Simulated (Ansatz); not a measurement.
Input file for Ansatz (a first-principles code): R-PBE0/def2-TZVPPD on CH3Br (SMILES CBr) with ghost functions, monomers drawn apart or pushed together. Files ending in .json are basis or fitting sets from the Basis Set Exchange.

Ansatz 0.2 input:
```yaml
crystal:
  periodic: [false, false, false]
  atoms:
    - {symbol: C, position_ang: [0.93170969, -0.04950246, 4.35669505]}
    - {symbol: Br, position_ang: [2.66089327, -0.19259806, 3.43333506]}
    - {symbol: H, position_ang: [1.00491324, 0.78521554, 5.04444309]}
    - {symbol: H, position_ang: [0.77241062, -0.98391655, 4.88257586]}
    - {symbol: H, position_ang: [0.18204538, 0.11717343, 3.59102155]}
basis:
  gaussian:
    orbitals: def2-TZVPPD.json
    ghost_atoms:
      - {symbol: O, position_ang: [-0.16628494, 0.15741718, 0.82802201]}
      - {symbol: H, position_ang: [0.75648328, -0.03766400, 1.03932364]}
      - {symbol: H, position_ang: [-0.13800862, 0.95276753, 0.28652938]}
hamiltonian:
  xc: {name: PBE0}
scf: {lower_state_search: off}
```

It printed:

```
WARN ansatz: RAYON_NUM_THREADS=1 ignored (pool sized by the plan → 1); use --threads N
Functional definition: PBE0
these checks for a lower state are left out or cut short: stability, starts, cluster_reference, orbital_swaps, neighbouring_geometries, increment
integrals: 0.12 GiB planned
1109 factors; their error is unknown
mean field: 1.09 GiB planned
mean field evaluation 1: about -71119.6371 eV, gradient 3.9e1 eV
mean field evaluation 2: about -71117.3770 eV, gradient 4.6e1 eV
mean field evaluation 4: about -71122.9917 eV, gradient 1.3e0 eV
mean field evaluation 8: about -71123.3019 eV, gradient 5.2e-1 eV
mean field evaluation 16: about -71123.3021 eV, gradient 1.8e-6 eV
mean field -71123.30212136 eV, -2613.7331438544 hartree, gradient 1.8e-6 eV, S^2 0.000000; 0 other end points of the search recorded, 0 dependent functions left out
reference -71123.30215721 eV, -2613.7331451719 hartree; 22, 22 occupied and 197, 197 virtual orbitals, 1109 factors
Total energy: -71123.30215721 eV, -2613.7331451719 hartree
Checks for a lower state left out: stability, starts, cluster_reference, orbital_swaps, neighbouring_geometries, increment
```

The calculation finished and met its thresholds.

Cost: very roughly 5 core-seconds.
